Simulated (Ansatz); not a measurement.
Basis-set extrapolation for C6H12O, SMILES `CCCCCC=O` (PBE0-D4/def2-TZVP geometry, frozen core, the Gaussian-basis code of Ansatz). Multiplicity 1, RHF reference.

```csv
,def2-TZVPP,def2-QZVPP
HF,-309.175256,-309.189696
MP2 correlation,-1.260756,-1.343592
CCSD(T) correlation,-1.375888,not run
```

Energies in hartree. Use E(X) = E(∞) + A·exp(−7.88·√X) for Hartree–Fock and E(X) = E(∞) + B·X^(−2.97) for correlation, with X = 3 and 4, and add CCSD(T) minus MP2 of the smaller set to the MP2 limit.

Question: What is the CCSD(T) energy at the basis-set limit?

Answer: HF limit: -309.189696 + (-0.014440) × 0.13774 = -309.19168. MP2 limit: -1.343592 + (-0.082836) × 0.74074 = -1.40495. Higher-order term: -1.375888 − (-1.260756) = -0.11513. Total: -310.71176 hartree, 421.7 kJ/mol below CCSD(T)/def2-TZVPP.
